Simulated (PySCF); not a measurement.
C₂H₈InN, SMILES [In]([NH2])([CH3])[CH3]. The structure is a stationary point at B3LYP-D3(BJ)/def2-SVP. The structure was generated by enumeration; whether it is a known compound was not checked. The def2 effective core potentials stand for the cores of In; spin–orbit coupling is left out. The values are those of a single conformer.

Task: Give the equilibrium geometry at B3LYP-D3(BJ)/def2-SVP (PySCF confirms it by a frequency run) as a Z-matrix, and its point group. (An estimate is asked for; the answer gives what the named calculation found.)

Result: One answer among several that fit: point group C2v.
```
In
N 1 2.0418
H 2 1.0156 1 124.72
H 2 1.0156 3 110.56 1 180.00
C 1 2.1796 2 114.45 3 180.00
H 5 1.0995 1 110.21 2 0.00
H 5 1.1006 6 109.04 1 -121.00
H 5 1.1006 6 109.04 7 -118.00
C 1 2.1796 2 114.45 3 0.00
H 9 1.0995 1 110.21 2 0.00
H 9 1.1006 10 109.04 1 121.00
H 9 1.1006 10 109.04 11 118.00
```
